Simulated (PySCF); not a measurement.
Gas-phase equilibrium of 1 mol H2S, 0.25 mol H2 at 600 K and 1.00 bar, among 9 species (S2, S6, H2S2, H, H2S, SH, H2, S8, S). Only gases are allowed; each row takes one source of thermochemistry for all species, and Cantera finds the minimum.

Energies from PySCF, thermal terms from the rigid-rotor harmonic-oscillator model, ideal gas at 1 bar. † marks an energy on the PBE0/def2-TZVP geometry and frequencies; other levels use their own. MP2 freezes the core. 6-31G* has spherical d functions here. Open shells (unrestricted) among the columns below: S2 (multiplicity 3), SH (multiplicity 2, electronic degeneracy 4); the rest are closed-shell singlets. Spin-orbit splitting is ignored; it lowers the true energy and changes the entropy of SH. No R ln 2 is added for the mirror-image form of H2S2. MP2 isn't extrapolated to the basis-set limit. The harmonic model lacks anharmonicity and excited electronic states, which grow with temperature; levels with a mode under 35 cm⁻¹ are left out. Internal rotation in H2S2 is treated as a harmonic vibration of one conformer, which makes the entropy rough.

Molecules larger than those listed are left out.

Mole fractions:

```
thermochemistry     x H2S  x H2     x SH  x H2S2     x S2
------------------  -----  ----  -------  ------  -------
BLYP/def2-TZVP†      0.80  0.20  1.4e-10  3.3e-6   2.7e-6
HF/6-31G*            0.80  0.20   1.3e-5  6.8e-9   2.4e-8
MP2/def2-SVP†        0.80  0.20  7.8e-11  3.0e-9  1.4e-10
PBE/def2-SVP         0.80  0.20  5.9e-12  3.1e-7   2.6e-9
PBE0/def2-TZVP       0.80  0.20  1.4e-11  1.9e-6   1.6e-9
ωB97M-V/def2-TZVP†   0.80  0.20  7.2e-12  1.5e-6  1.0e-10
```
The most sensitive of these is SH: it spans a factor of 10^6.3 over these rows; at this temperature one factor of ten is RT ln 10 = 11 kJ/mol.
